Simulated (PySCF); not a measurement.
H₆Si₃, SMILES [SiH2]1[SiH2][SiH2]1. Heavy atoms are numbered as in [SiH2:1]1[SiH2:4][SiH2:7]1. Hydrogens are named by the atom that carries them.

The structure is a stationary point at PBE0-D3(BJ)/def2-SVP.

Calculation: PySCF with PBE/def2-TZVPD.

ESP charges are fitted to the potential on shells at 1.4 to 2.0 van der Waals radii. Atomic charges (e), one atom of each kind:

| atom | ESP fit | IAO |
|---|---|---|
| Si1 (SiH2) | -0.07 | ? |
| H on Si1 | 0.03 | ? |

Q: Complete the blanks. (The exact figures need the calculation; the answer reports its results.)

A: 
- Si1 (SiH2), IAO: 0.12
- H on Si1, IAO: -0.06
